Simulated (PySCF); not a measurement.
# From computed data to an observable: oscillator strength and radiative lifetime

5,5-difluorocyclopenta-1,3-diene (C5H4F2), SMILES FC1(C=CC=C1)F.

Geometry: PBE-D3(BJ)/def2-SVP. The values are those of a single conformer.

TDA-B3LYP/def2-SVPD run with PySCF puts the first singlet state with f over 0.02 at 4.40 eV (vertical), with the transition dipole (0.000, 0.770, 0.000) in atomic units.

Find the oscillator strength, the wavelength and the radiative lifetime that this transition would have in vacuum if emission retraced absorption.


|μ|² = 0.5929 au, so |μ| = 1.96 D. ΔE = 4.40/27.211 = 0.1617 hartree. f = (2/3) ΔE |μ|² = 0.064 (the program prints 0.064).
λ = 1239.84/4.40 = 282 nm; ν = 35488 cm⁻¹.
Einstein's coefficient A = 0.6670 ν² f s⁻¹ (ν in cm⁻¹) = 5.4e7 s⁻¹, so τ = 1/A = 19 ns. This state is S1. The figure is the radiative limit of this one transition; relaxation, internal conversion, crossing to triplets and a medium change what is measured.
